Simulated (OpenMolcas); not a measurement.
## Zr²⁺: terms and fine structure

```yaml
Program: OpenMolcas 26.06
Method: CASSCF
Basis: ANO-RCC-VQZP [8s7p5d3f2g1h]
Scalar_Hamiltonian: DKH2, point nucleus
Active_space: 2 electrons in 6 orbitals (4d 5s)
State_averaging: 2S+1 = 3 even, 15 roots; 2S+1 = 1 even, 21 roots kept (CI in the orbitals of an earlier block)
Spin-orbit_coupling: state interaction with AMFI integrals over the reference wave functions, term energies averaged over their components
```

Spin-free terms above the lowest, with the occupations of the reference:

```
Configuration  Term  E (cm⁻¹)      Occupations
          4d²    ³F       0.0          4d 2.00
          4d²    ¹D      6340  4d 1.90 5s 0.10
          4d²    ³P      9887          4d 2.00
          4d²    ¹G     13133          4d 2.00
        4d 5s    ³D     18731  4d 1.00 5s 1.00
        4d 5s    ¹D     28005  4d 1.10 5s 0.90
          4d²    ¹S     30045  4d 1.79 5s 0.21
          5s²    ¹S     55739  4d 0.21 5s 1.79
```

With spin-orbit coupling, above the lowest level:

```json
{"Configuration": "4d²", "Term": "³F", "J": "2", "E (cm⁻¹)": "0.0", "Measured (cm⁻¹)": "0.0", "Term weight %": "99"}
{"Configuration": "4d²", "Term": "³F", "J": "3", "E (cm⁻¹)": "692", "Measured (cm⁻¹)": "681", "Term weight %": "100"}
{"Configuration": "4d²", "Term": "³F", "J": "4", "E (cm⁻¹)": "1527", "Measured (cm⁻¹)": "1486", "Term weight %": "100"}
{"Configuration": "4d²", "Term": "¹D", "J": "2", "E (cm⁻¹)": "7207", "Measured (cm⁻¹)": "5742", "Term weight %": "97"}
{"Configuration": "4d²", "Term": "³P", "J": "0", "E (cm⁻¹)": "10317", "Measured (cm⁻¹)": "8062", "Term weight %": "100"}
{"Configuration": "4d²", "Term": "³P", "J": "1", "E (cm⁻¹)": "10579", "Measured (cm⁻¹)": "8326", "Term weight %": "100"}
{"Configuration": "4d²", "Term": "³P", "J": "2", "E (cm⁻¹)": "11091", "Measured (cm⁻¹)": "8838", "Term weight %": "98"}
{"Configuration": "4d²", "Term": "¹G", "J": "4", "E (cm⁻¹)": "14053", "Measured (cm⁻¹)": "11049", "Term weight %": "100"}
{"Configuration": "4d 5s", "Term": "³D", "J": "1", "E (cm⁻¹)": "18999", "Measured (cm⁻¹)": "18399", "Term weight %": "100"}
{"Configuration": "4d 5s", "Term": "³D", "J": "2", "E (cm⁻¹)": "19401", "Measured (cm⁻¹)": "18803", "Term weight %": "100"}
{"Configuration": "4d 5s", "Term": "³D", "J": "3", "E (cm⁻¹)": "20061", "Measured (cm⁻¹)": "", "Term weight %": "100"}
{"Configuration": "4d 5s", "Term": "¹D", "J": "2", "E (cm⁻¹)": "28939", "Measured (cm⁻¹)": "25066", "Term weight %": "100"}
{"Configuration": "4d²", "Term": "¹S", "J": "0", "E (cm⁻¹)": "30997", "Measured (cm⁻¹)": "23979", "Term weight %": "100"}
{"Configuration": "5s²", "Term": "¹S", "J": "0", "E (cm⁻¹)": "56646", "Measured (cm⁻¹)": "48507", "Term weight %": "100"}
```

Against the 12 measured excited levels shown (Moore, Atomic Energy Levels, vol. II, NSRDS-NBS 35 (1971 reprint of NBS Circular 467, 1952); NIST levels as listed in Rynkun, Gaigalas and Jonsson, Astron. Astrophys. 637, A10 (2020)) the mean absolute deviation is 2600 cm-1; the largest miss in energy is 5s² ¹S₀: computed 56646, measured 48507 cm⁻¹ (+16.8 %), and the largest in proportion 4d² ¹S₀ (+29.3 %).

Spin-orbit coupling puts the lowest level 905 cm⁻¹ below the lowest spin-free term.

For ³F the intervals divided by the larger J are 230.8, 208.7 cm-1. Landé's interval rule makes them equal in pure LS coupling; they differ by 10 % of their mean. The multiplet is regular.

Without dynamic correlation excited terms often stand tens of per cent too high (terms of higher spin than the ground term too low), and those without a measured partner can miss by more than the paired ones. Terms from blocks run as CI alone lack orbitals of their own. A single d shell beside an s shell can misplace configurations of different d count against each other. Computed and measured levels are paired by configuration, term and J; levels that our copy of the source lacks, or whose pairing is in doubt (as where it misses far off the trend of its configuration), stay unpaired and out of the deviations. Only configurations of the active space appear.

The RASSCF and RASSI steps took 13 s on 1 thread of Arm Neoverse V2 (shared host); the integral step is not counted.

The term weight is that of the spin-free term in the level, not the purity of its configuration.
